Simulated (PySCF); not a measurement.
`C1=CC1=C1C=C(C#C)C=C1`, C10H6

Molfile (atoms numbered from 1):
```
C10H6
     RDKit          3D

 16 17  0  0  0  0  0  0  0  0999 V2000
    3.2433    1.0769    1.0863 C   0  0  0  0  0  0  0  0  0  0  0  0
    2.3343    0.4119    0.6292 C   0  0  0  0  0  0  0  0  0  0  0  0
    1.2907   -0.3821    0.0856 C   0  0  0  0  0  0  0  0  0  0  0  0
   -0.0620   -0.1392    0.1770 C   0  0  0  0  0  0  0  0  0  0  0  0
   -0.7440   -1.2059   -0.5197 C   0  0  0  0  0  0  0  0  0  0  0  0
   -2.0875   -1.3377   -0.6599 C   0  0  0  0  0  0  0  0  0  0  0  0
   -3.4218   -0.9016   -0.4392 C   0  0  0  0  0  0  0  0  0  0  0  0
   -3.2405   -2.0212   -1.1310 C   0  0  0  0  0  0  0  0  0  0  0  0
    0.2711   -2.1078   -1.0393 C   0  0  0  0  0  0  0  0  0  0  0  0
    1.4876   -1.6132   -0.6756 C   0  0  0  0  0  0  0  0  0  0  0  0
    4.0413    1.6689    1.4925 H   0  0  0  0  0  0  0  0  0  0  0  0
   -0.5353    0.7015    0.6818 H   0  0  0  0  0  0  0  0  0  0  0  0
   -4.1114   -0.1754   -0.0143 H   0  0  0  0  0  0  0  0  0  0  0  0
   -3.6763   -2.8584   -1.6719 H   0  0  0  0  0  0  0  0  0  0  0  0
    0.0728   -3.0120   -1.6139 H   0  0  0  0  0  0  0  0  0  0  0  0
    2.4638   -2.0420   -0.9002 H   0  0  0  0  0  0  0  0  0  0  0  0
  1  2  3  0
  2  3  1  0
  3  4  2  0
  4  5  1  0
  5  6  2  3
  6  7  1  0
  7  8  2  0
  5  9  1  0
  9 10  2  0
 10  3  1  0
  8  6  1  0
  1 11  1  0
  4 12  1  0
  7 13  1  0
  8 14  1  0
  9 15  1  0
 10 16  1  0
M  END
```

Level of theory: TDDFT CAM-B3LYP/aug-cc-pVDZ excited states, vertical, gas phase in PySCF. Geometry: PBE0-D3(BJ)/def2-SVP.

(1) How strongly do the lowest singlets absorb one photon, and two photons of half the energy?

Answers

(1) δ for parallel linear polarisation; σ at the peak of a Lorentzian of half width 0.1 eV, single beam; Ω is circular over linear.
| state | E (eV) | f | photon λ (nm) | δ (au) | σ (GM) | Ω | main |
| --- | --- | --- | --- | --- | --- | --- | --- |
| S1 | 3.87 | 0.069 | 641 | 133 | 0.73 | 0.70 | HOMO→LUMO+1 0.77, HOMO−1→LUMO+1 0.17 |
| S2 | 3.96 | 0.004 | 626 | 94 | 0.54 | 1.47 | HOMO→LUMO 0.61, HOMO−1→LUMO 0.31 |
| S3 | 4.36 | 0.090 | 569 | 42.3 | 0.29 | 0.56 | HOMO−1→LUMO 0.58, HOMO→LUMO 0.22 |
| S4 | 4.62 | 0.645 | 537 | 102 | 0.79 | 1.15 | HOMO−1→LUMO+1 0.67, HOMO→LUMO 0.11 |
| S5 | 5.09 | 0.000 | 487 | 227 | 2.16 | 1.50 | HOMO→LUMO+2 0.59, HOMO→LUMO+4 0.28 |
| S6 | 5.39 | 0.008 | 460 | 95.7 | 1.02 | 1.50 | HOMO−1→LUMO+2 0.44, HOMO→LUMO+4 0.17 |

Among these, the strongest one-photon state is S4, the strongest two-photon state S5, with a dipole change of 9.3 D (relaxed, norm of the difference vector).
